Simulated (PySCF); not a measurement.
# How methods differ on the excitation energy of C

C [He] 2s2 2p2 (3P) → C [He] 2s1 2p3 (5S), as a difference of total energies. Computed with PySCF 2.14 in dyall-av2z (11s7p2d, 42 functions), with no relativity, point nucleus. Correlated levels: valence: 1s2 frozen; virtual orbitals above 40 to 60 times the deepest correlated orbital energy dropped. The calculations carry no spin-orbit coupling.

```json
{"method": "UHF", "excitation energy (eV)": "2.567", "error (eV)": "-1.612"}
{"method": "MP2 (valence)", "excitation energy (eV)": "3.557", "error (eV)": "-0.622"}
{"method": "SCS-MP2 (valence)", "excitation energy (eV)": "4.042", "error (eV)": "-0.137"}
{"method": "CCSD (valence)", "excitation energy (eV)": "3.974", "error (eV)": "-0.205"}
{"method": "CCSD(T) (valence)", "excitation energy (eV)": "4.009", "error (eV)": "-0.170"}
{"method": "CCSDT (valence)", "excitation energy (eV)": "4.018", "error (eV)": "-0.161"}
```

Reference: 4.179 eV (measured; NIST levels, between the centres of gravity of the two terms).

Errors of the correlated levels include the incompleteness of this basis and the frozen core.
